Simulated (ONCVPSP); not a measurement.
# Building the ONCV potential for Pt (PBE, scalar-relativistic).

* Element: Pt (Z = 78)
* Generator: ONCVPSP 4.0.1
* Type: optimised norm-conserving Vanderbilt (ONCV)
* Functional: PBE
* Relativity: scalar-relativistic
* Frozen core: [Kr] 4d10 4f14
* Valence charge: 18
* Reference configuration: 5s2 5p6 5d9 6s1
* Partial waves: 5s+6s: rc 1.55 bohr, ncon 3, nbas 7, qcut 8 1/bohr, 2 projectors; 5p: rc 1.90 bohr, ncon 3, nbas 6, qcut 6.9 1/bohr, 2 projectors, debl 1.8 Ha; 5d: rc 1.35 bohr, ncon 4, nbas 9, qcut 7.7 1/bohr, 2 projectors, debl 1.2 Ha; f scattering state at 0.43 Ha: rc 1.65 bohr, ncon 3, nbas 6, qcut 7.2 1/bohr, 2 projectors, debl 2.2 Ha
* Local potential: polynomial inside 1.30 bohr (lpopt 1, dvloc0 1 Ha)
* Core correction: Teter function, fcfact 5.5, rcfact 1.3

In the p channel the program set the typed energies aside and used -2.059, 0.250 Ha.

Results:

| Quantity | Value |
| --- | --- |
| Cutoffs needed | 23 Ha and 27 Ha (the cutoffs (Ha) at which the residual kinetic energy of the hardest occupied pseudo-wave falls to 1 and 0.1 mHa per electron) The cutoffs count occupied waves only; projector 2 of the f channel, the hardest unoccupied one, needs 70 Ha at the loose tolerance. |
| Ghost test | no bound ghost flagged; GHOST(+) flagged for s at 357.0 eV |
| Largest excitation error | -11 meV (all-electron minus pseudo) for 5s2 5p6 5d7 6s0, out of 4 test configurations |
| rms error of d²Exc/dni dnj | 6.03 mHa without and 0.72 mHa with the model core |

Generation and tests took about 6.5 s on one core of a shared server CPU.
